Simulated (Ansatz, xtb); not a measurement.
# Relative energy of two structures of CH2OSbSi

Structure X is a doublet given by its coordinates and structure Y is `O=[Si]1[CH2][Sb]1`, a doublet. Both are isolated molecules in the gas phase, relaxed with PBE0-D3(BJ)/def2-SVP.

X (Å):

```xyz
6

C    -1.9649   -0.6397   -0.2137
O    -2.9823   -0.0963    0.6006
Sb   -2.5603   -0.0617   -2.2864
Si   -4.1571    0.7184   -0.2920
H    -0.9832   -0.2190    0.0595
H    -1.9165   -1.7346   -0.0951
```

Close contacts (Å): C1–O2 1.41, C1–Sb3 2.23, O2–Si4 1.69, Sb3–Si4 2.67, C1–H5 1.10, C1–H6 1.10.

Y (Å):

```xyz
6

C    -1.6242   -0.2652   -0.4513
O    -4.5997    0.6884   -1.1016
Sb   -2.4528   -1.6049    1.2549
Si   -3.4433   -0.0508   -0.4158
H    -1.1444   -0.8467   -1.2526
H    -0.9591    0.5298   -0.0824
```

Energies in hartree; the thermal terms are from PBE0-D3(BJ)/def2-SVP harmonic frequencies (ideal gas, rigid rotor, one conformer each, 1000 K, 1 atm) and include the zero-point energy:

|  | X | Y |
| --- | --- | --- |
| E, CCSD(T)/def2-SVP | −642.413250 | −642.410924 |
| zero-point energy | 0.031738 | 0.028938 |
| H(1000 K) − E | 0.062847 | 0.061934 |
| G(1000 K) − E | −0.100617 | −0.107350 |

Problem. Work out ΔE, ΔE₀, ΔH and ΔG for X → Y in kcal/mol (1 Eh = 627.51 kcal/mol) and the equilibrium ratio [Y]/[X].

Solution. 1. ΔE = −642.410924 − (−642.413250) = +0.002326 Eh = +1.46 kcal/mol.
2. ΔE₀ = ΔE + ΔZPE = +0.002326 + (−0.002800) Eh = −0.30 kcal/mol.
3. ΔH = ΔE + (−0.000913) Eh = +0.89 kcal/mol.
4. ΔG = ΔE + (−0.006733) Eh = −2.77 kcal/mol, so ΔS = (ΔH − ΔG)/T = +15.3 J/(mol K).
5. kT = 3.1668 mEh, so K = [Y]/[X] = exp(−ΔG/kT) = exp(+1.39) ≈ 4.

Structure Y is favoured at this temperature, against the order of the electronic energies. An error of 1 kcal/mol in ΔG would change K by a factor of 1.7. r2SCAN-D4/def2-SVP, MP2/def2-SVP gave ΔE the other sign. Mirror images and further conformers aren't counted.

Other levels gave ΔE = +4.3 (GFN2-xTB); +49.1 (HF/STO-3G, GFN2-xTB geometries); −2.4 (r2SCAN-D4/def2-SVP, GFN2-xTB geometries); +2.7 (PBE0-D3(BJ)/def2-SVP); +9.2 (HF/def2-SVP); −5.1 (MP2/def2-SVP) kcal/mol. Open shells are spin-unrestricted. The correlated steps freeze 11 core orbitals; the filled d shell of Sb is correlated, in a basis made for valence electrons. Atoms past krypton carry core potentials in the def2 sets, without spin–orbit terms. Programs: Ansatz 0.2.0, xtb 6.7.1.
